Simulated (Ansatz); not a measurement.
A structure relaxed at PBE-D4/def2-SVP in Ansatz, charge 0, singlet:

```tsv
atom	x (Å)	y (Å)	z (Å)
Fe1	0.276	0.178	-0.011
Ge2	-1.960	0.366	1.250
Ge3	-1.065	-1.967	0.119
Ge4	1.642	0.437	-1.921
Ge5	-0.214	2.284	1.155
Ge6	-0.033	-1.484	-2.154
Ge7	-1.989	0.215	-1.242
Ge8	-0.246	2.127	-1.419
Ge9	-0.011	-1.228	2.312
Ge10	1.671	0.643	1.837
Ge11	1.930	-1.570	0.074
```

Q: Give its formula and point group.

A: the cluster FeGe10. Point group Cs (tolerance 0.1 Å).

Q: Summarise the bond lengths by kind (pairs closer than 1.2 times the sum of covalent radii, bridged metal pairs left out).

A: 16 × Ge–Ge 2.50 to 2.84 Å; 10 × Fe–Ge 2.36 to 2.73 Å. The metal has 10 neighbours: Ge 2.57 Å, Ge 2.53 Å, Ge 2.36 Å, Ge 2.46 Å, Ge 2.73 Å, Ge 2.58 Å, Ge 2.46 Å, Ge 2.73 Å, Ge 2.36 Å, Ge 2.41 Å.

The restricted singlet is unstable towards broken spin symmetry in Hartree–Fock (as tested in another run); at PBE-D4/def2-SVP this wasn't settled. The structure comes from a short search, and lower isomers may exist.
